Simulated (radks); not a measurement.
Values are calculated unless marked as measured or tabulated.
Re I, configuration [Xe] 4f14 5d5 6s2. Code: a radial shooting solver on a logarithmic mesh with Libxc functionals. Model: scalar-relativistic Kohn-Sham, r2SCAN, spin-polarised, spherical densities, finite nucleus; open shells are filled with parallel spins first (spin-orbit coupling, left out, can overturn this in heavy ions); meta-GGA in the generalised Kohn-Sham scheme; Fermi nuclear charge, rms radius 5.3698 fm; hard spherical wall at 1.5 bohr. Some entries of the table are withheld. Estimate them.

orbital  occ.  eigenvalue (eV)  <1/r> (bohr^-1)
1s down     1        -71548.59            88.72
1s up       1        -71548.58            88.72
2s up       1        -12291.14            20.77
2s down     1        -12289.05            20.77
2p up       3        -10701.46            18.74
2p down     3        -10699.81            18.75
3s up       1        -2735.599            7.696
3s down     1        -2735.256            7.696
3p up       3        -2265.121            7.082
3p down     3        -2264.596            7.082
3d up       5        -1729.502            6.675
3d down     5        -1728.183            6.674
4s up       1        -466.2874            3.242
4s down     1        -464.7098            3.233
4p up       3        -312.9453            2.930
4p down     3        -311.6376            2.923
4d up       5        -119.9650            2.579
4d down     5        -118.4091            2.578
5s up       1          40.2479            1.488
5s down     1          47.2823            1.503
5p up       3          93.0534            1.451
4f up       7          93.3568            2.091
4f down     7          95.6763            2.106
5p down     3         100.6502            1.460
5d up       5         171.8480            1.463
5d down     0         179.5274            1.464
5f up       0              (1)            1.590
5f down     0              (2)            1.577
6s up       1         383.2076            1.735
6s down     1         385.5964            1.729
6p up       0         447.6781              (3)
6p down     0         449.9860              (4)
7s up       0         902.7323            1.958
7s down     0         908.0187            1.959

Answer. 
(1) 5f up eigenvalue (eV): 272.2098
(2) 5f down eigenvalue (eV): 278.9410
(3) 6p up <1/r> (bohr^-1): 1.748
(4) 6p down <1/r> (bohr^-1): 1.748
